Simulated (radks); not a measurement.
Coulomb parameter of the 4f shell of neutral europium in the model configuration [Xe] 4f6 6s2 6p1, as a second difference U = [E(n + 0.5) + E(n - 0.5) - 2 E(n)] / (0.5)^2 with all orbitals relaxed. "Bare": the charge of the atom changes with n. "Screened": the 6p shell takes up the change at fixed total charge, which measures U(4f,4f) + U(6p,6p) - 2 U(4f,6p). All-electron calculation, scalar-relativistic Kohn-Sham, PBE, spin-unpolarised, spherical densities, point nucleus. Program: a radial shooting solver on a logarithmic mesh with Libxc functionals.

case,configuration,E - E(n) (eV)
start,[Xe] 4f6 6s2 6p1,0.000
bare +0.5,[Xe] 4f6.5 6s2 6p1,-4.093
bare -0.5,[Xe] 4f5.5 6s2 6p1,7.691
screened +0.5,[Xe] 4f6.5 6s2 6p0.5,-3.646
screened -0.5,[Xe] 4f5.5 6s2 6p1.5,5.840

U(bare) = 14.392 eV, U(screened by 6p) = 8.776 eV, against the Slater integral F0(4f,4f) = 28.662 eV with frozen orbitals. The step up makes a negative ion, whose loosely bound charge lowers the bare value.
